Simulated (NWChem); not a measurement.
System: BSiH5SO2; SMILES [SiH3]SB(O)O

NWChem input:

```
start job
memory heap 200 mb stack 900 mb global 1100 mb
geometry units angstroms noautosym nocenter noautoz
  Si     0.257717    -1.864682     0.000000
  S     -1.063266    -0.159697     0.000000
  B      0.184566     1.186570     0.000000
  O     -0.186498     2.493949     0.000000
  O      1.501981     0.860348     0.000000
  H      1.109633    -1.898680    -1.222169
  H      1.109633    -1.898680     1.222169
  H     -0.653747    -3.045945     0.000000
  H     -1.138196     2.631490     0.000000
  H      2.070612     1.638982     0.000000
end
basis spherical
  * library 6-311g**
end
dft
  xc bhlyp
  iterations 150
end
tddft
  cis
  ecut -85.0
  nroots 6
  notriplet
end
task tddft energy
```

All runs use the structure optimised with PBE0/def2-SVP.

Core excitations by TDA in a window of 1s orbitals, non-relativistic and unshifted: absolute energies depend strongly on the exact-exchange share.

Q: What results follow from this input? (BHandHLYP/6-311G** (spherical d), restricted-window TDA.) Quantities: first 1s excitation (eV); dipole oscillator strength of the first; first state with f > 0.002 (eV); dipole oscillator strength of that state.

A: 
```json
{
 "first 1s excitation (eV)": "2446.0",
 "dipole_oscillator_strength_of_the_first": "0.0039",
 "first state with f > 0.002 (eV)": "2446.0",
 "dipole_oscillator_strength_of_that_state": "0.0039"
}
```
